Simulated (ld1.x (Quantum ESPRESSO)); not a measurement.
**Before and after: TM semilocal potential for In**

```json
{
 "Element": "indium",
 "Generator": "ld1.x (Quantum ESPRESSO) 7.5",
 "Type": "norm-conserving Troullier–Martins (semilocal form)",
 "Functional": "PBE",
 "Relativity": "scalar-relativistic",
 "Frozen core": "[Kr] 4d10",
 "Valence charge": "3",
 "Reference configuration": "5s2 5p1",
 "Partial waves": "5s (bound): rc 1.75 bohr; 5p (bound): rc 2.05 bohr",
 "Local potential": "the p channel",
 "Core correction": "a·sin(br)/r model core inside 1.65 bohr"
}
```

All-electron outer shells of the reference configuration (PBE, scalar-relativistic, ld1.x):

```tsv
shell	level (eV)	outermost node (bohr)	outermost maximum (bohr)
4p	-78.13	0.42	0.82
4d	-18.62	0.40	0.94
5s	-8.21	1.02	2.16
5p	-2.52	1.14	2.85
```

Change: wave 5p (bound): rc 2.05 bohr becomes 5p (bound): rc 2.84 bohr.

Cutoffs: the cutoffs (Ry, on a coarse ladder) from which the occupation-weighted sum of valence levels, in a spherical-Bessel basis at the reference potential, stays within 10 and 1 mRy of its value at 400 Ry; they do not see the model core or the augmentation charge, which bear on the density cutoff. Errors are all-electron minus pseudo energies relative to the spin-unpolarised reference configuration.

**Question.** Predict the effect on cutoff, ghosts and configuration errors.

**Answer.** The potential gets softer (25 Ry and 50 Ry → 21 Ry and 50 Ry); the errors of the 7 common tests hardly move; neither file shows a bound ghost. A larger radius leaves more room for a smooth pseudo-wave, so fewer plane waves are needed. A semilocal file is local in each channel, so a ghost entry of none says nothing of the separable form that plane-wave codes build from it.

```csv
quantity,base,changed
"cutoff, loose",25 Ry,21 Ry
"cutoff, tight",50 Ry,50 Ry
bound ghosts,none,none
"error for 5s2 5p0, meV [ΔE 5.36 eV]",-15,-15
"error for 5s1 5p0, meV [ΔE 24.60 eV]",-212,-212
"error for 5s2 5p0.5, meV [ΔE 1.94 eV]",-2.6,-2.6
"error for 5s1 5p1, meV [ΔE 11.96 eV]",-59,-60
"error for 5s0 5p3, meV [ΔE 11.95 eV]",-82,-87
"error for 5s1 5p2, meV [ΔE 5.84 eV]",-21,-22
"error for 5s2 5p1.3, meV [ΔE -0.53 eV]",-0.2,-0.2
```
